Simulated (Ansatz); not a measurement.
Molecule: sum formula SiBr$_{2}$Cl, charge 0, multiplicity 2. It need not be the lowest isomer of its formula. SMILES: Cl[Si](Br)Br
Coordinates optimised at B3LYP-D3(BJ)/def2-TZVP (Ansatz, a program for electronic structure):
```xyz
4

Cl    -0.3491    -0.6659     2.2179
Si    -0.4102    -0.5939     0.1593
Br     1.6635    -0.7752    -0.6519
Br    -1.3299     1.3362    -0.4891
```
Charge 0, spin multiplicity 2.

Wanted: vertical ionisation energy (to the singlet state of charge +1; each state is the SCF solution reached for its spin), in eV. Valence correlation only, unless marked. UHF or UKS for open shells. No spin-orbit coupling. The frozen core is the preceding noble-gas configuration, with the filled d and f shells of earlier blocks. Non-relativistic. Basis-set limits of correlation are two-point, X^-3; Hartree-Fock from the larger set. [CCSD(T)-MP2]/basis is that difference in the basis named.

RI-MP2/CBS(def2-TZVPPD,def2-QZVPPD)+[CCSD(T)-MP2]/def2-TZVPPD (Ansatz) gives 8.91 eV.

Q: Another calculation gave 8.70 eV. Which level was it?
A) CAM-B3LYP/def2-TZVPD (Ansatz)
B) PBE/def2-TZVPD (Ansatz)
C) r2SCAN/def2-TZVPD (Ansatz)
D) B2PLYP/def2-TZVPD (Ansatz)

A: B, PBE/def2-TZVPD (Ansatz). The others give 8.96 (r2SCAN), 8.84 (B2PLYP), 9.08 (CAM-B3LYP) eV.
